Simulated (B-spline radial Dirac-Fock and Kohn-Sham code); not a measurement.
Auger decay of the 4d3/2 hole in Dy⁶⁺

System: the Dy⁶⁺ ion, [Kr] 4d10 4f8 5s2 5p4.

Calculated with an atomic code on a B-spline grid, using independent-particle radiative and Coulomb Auger rates from relativistic LDA hole-state orbitals, with Dirac-Fock energies. Kinetic energies are configuration averages from the vacuum level; the two-hole energies are estimated from single-hole states.

| transition | kinetic energy (eV) | width (meV) | share (%) |
| --- | --- | --- | --- |
| N4-O1O2 | 2.31 | 9.59 | 0.4 |
| N4-O1O3 | 8.82 | 11.3 | 0.4 |
| N4-N6O1 | 9.96 | 284 | 10.9 |
| N4-N7O1 | 10.98 | 29.1 | 1.1 |
| N4-N6O2 | 36.11 | 161 | 6.2 |
| N4-N7O2 | 37.13 | 47.5 | 1.8 |
| N4-N6N6 | 41.22 | 421 | 16.2 |
| N4-N6N7 | 42.26 | 1310 | 50.4 |
| N4-N6O3 | 42.77 | 275 | 10.6 |
| N4-N7N7 | 43.30 | 16.1 | 0.6 |
| N4-N7O3 | 43.79 | 19.9 | 0.8 |

Coster-Kronig rates are the weakest part of this model and often come out 1.5 to 2.5 times too large. Channels within a few eV of threshold rest on estimated energies and may be closed in reality. The listed channels hold 100 % of the non-radiative rate. Summed by principal shells, of 2.60 eV in all: NNN 67.3 %, NNO 31.4 %, NOO 1.3 %.
